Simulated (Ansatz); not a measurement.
Input for Ansatz (a quantum-chemistry and plane-wave program): R-CAM-B3LYP/def2-TZVPP on H2O (SMILES O).

Ansatz 0.2 input:
```yaml
crystal:
  periodic: [false, false, false]
  atoms:
    - {symbol: O, position_ang: [-0.00000000, -0.00000000, 0.38961139]}
    - {symbol: H, position_ang: [-0.00000000, 0.76498632, -0.19485569]}
    - {symbol: H, position_ang: [0.00000000, -0.76498632, -0.19485569]}
basis:
  gaussian:
    orbitals: def2-TZVPP
hamiltonian:
  xc: {name: CAM-B3LYP}
scf: {lower_state_search: off}
```

The log:

```
WARN ansatz: RAYON_NUM_THREADS=1 ignored (pool sized by the plan → 1); use --threads N
Functional definition: CAM-B3LYP
these checks for a lower state are left out or cut short: stability, starts, cluster_reference, orbital_swaps, neighbouring_geometries, increment
integrals: 0.00 GiB planned
269 factors; their error is unknown
integrals: 0.04 GiB planned
72 factors; integrals over basis functions are off by at most 1.7e-5 eV
mean field: 0.09 GiB planned
mean field evaluation 1: about -2076.2959 eV, gradient 4.9e1 eV
mean field evaluation 2: about -2073.9655 eV, gradient 6.2e1 eV
mean field evaluation 4: about -2079.9946 eV, gradient 2.2e-1 eV
mean field evaluation 8: about -2079.9991 eV, gradient 9.1e-4 eV
mean field -2079.99908079 eV, -76.4385563451 hartree, gradient 1.5e-6 eV, S^2 0.000000; 0 other end points of the search recorded, 0 dependent functions left out
reference -2079.99914842 eV, -76.4385588304 hartree; 5, 5 occupied and 54, 54 virtual orbitals, 269 factors
Total energy: -2079.99914842 eV, -76.4385588304 hartree
Checks for a lower state left out: stability, starts, cluster_reference, orbital_swaps, neighbouring_geometries, increment
```

The run converged.

Cost: about 0.3 core-seconds (a rough figure).
